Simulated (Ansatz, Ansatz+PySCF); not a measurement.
```xyz
5

C     0.0000    0.0000    0.0000
H     0.7291    0.7291    0.7291
H     0.6340   -0.6340   -0.6340
H    -0.6340    0.6340   -0.6340
H    -0.6340   -0.6340    0.6340
```

Basis set: 6-31G (spherical functions). Left uncorrelated: 1 orbital. Charge 0, multiplicity 1.

Computed with Ansatz (development build ahead of 0.2.0); each method stands on the lowest determinant of its kind that the runs found. Restricted open shells among the atoms or ions are ROHF, correlated in semicanonical orbitals with singles.

The atomization energy at this shape (free ground-state atoms in the same class of orbitals less the molecule, no zero-point energy) of singlet CH4:

```csv
method,atomization energy
RHF-CCSD(T),364.18 kcal/mol
RHF-MP2,359.04 kcal/mol
RHF,310.11 kcal/mol
UHF,309.51 kcal/mol
```

(1) What does PBE0 (unrestricted) give?

Results:

(1) 406.72 kcal/mol. Caution: the shape is not the minimum.

This basis has no polarisation functions and is too small for such energies, which can lie far from measured ones in either direction.
